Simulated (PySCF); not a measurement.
**Working out the ionisation energy of I**

I [Kr] 4d10 5s2 5p5 (2P) → I⁺ [Kr] 4d10 5s2 5p4 (3P). Calculation: PySCF 2.14, in aug-cc-pwCVTZ-DK3; scalar relativity by spin-free X2C-1e. Frozen: [Kr] 4d10. Energies in hartree (1 hartree = 27.21139 eV):

```
            part     I (lower)    I⁺ (upper)
             UHF  -7112.417967  -7112.067283
CCSD correlation     -0.138171     -0.109674
             (T)     -0.004780     -0.003226
```

Question: What does Hartree-Fock give?

Answer: (-7112.067283) − (-7112.417967) = 0.350684 hartree = 9.543 eV.

Question: What do CCSD and CCSD(T) give?

Answer: The CCSD correlation energies differ by 0.028497 hartree = 0.775 eV and the triples by 0.001554 hartree = 0.042 eV, so CCSD gives 10.318 eV and CCSD(T) 10.360 eV.

Measured between the centres of the two terms (NIST): 10.519 eV, so CCSD(T) (valence) is off by -0.159 eV.

What remains against the reference includes basis incompleteness, the frozen core and higher excitations.
